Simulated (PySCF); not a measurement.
Core-level binding energies of `FC(F)[SiH3]`

Species: CH4F2Si.
Numbering: `[F:1][CH:2]([F:3])[SiH3:4]`

Method: PySCF 2.14.0, delta-SCF UKS SCAN, pcX-2 on the ionised atom, pcseg-1 elsewhere, spin-free X2C. Vertical ΔSCF values, vacuum level as zero.

Q: What binding energy does each computed site have?

A: 
| atom(s) | environment | level | binding energy (eV) | 2p1/2 (eV) | count |
| --- | --- | --- | --- | --- | --- |
| Si4 | SiH3 silicon | Si 2p3/2 | 107.40 | 108.02 | 1 |
| C2 | CHF2 carbon | C 1s | 295.01 | – | 1 |
| F1/F3 | fluorine of a CF2 group | F 1s | 693.02 | – | 2 |
| Si4 | SiH3 silicon | Si 1s | 1847.06 | – | 1 |

Q: Which effective nuclear charge Zeff reproduces each element's mean 1s value in the hydrogen-like formula E = 13.606 eV × Zeff²?

A: C (Z = 6): mean 295.0 eV, Zeff = 4.66, Z − Zeff = 1.34; F (Z = 9): mean 693.0 eV, Zeff = 7.14, Z − Zeff = 1.86; Si (Z = 14): mean 1847.1 eV, Zeff = 11.65, Z − Zeff = 2.35. Means run over the listed sites, weighted by atom count.

Q: Give the binding energy of C 1s of C2 in hartree and in kJ/mol.

A: 295.01 eV = 10.8414 Eh = 28464 kJ/mol.

The first atom of each set that the bonding makes equivalent was ionised and stands for the set. 2p3/2 and 2p1/2 are the ΔSCF energy of one spin-free 2p hole plus the eigenvalues of a spin–orbit and ligand-field matrix of the shell. 2p1/2 minus 2p3/2 (ligand field included): Si 0.62 eV. Isolated species at its GFN2-xTB geometry, gas phase.
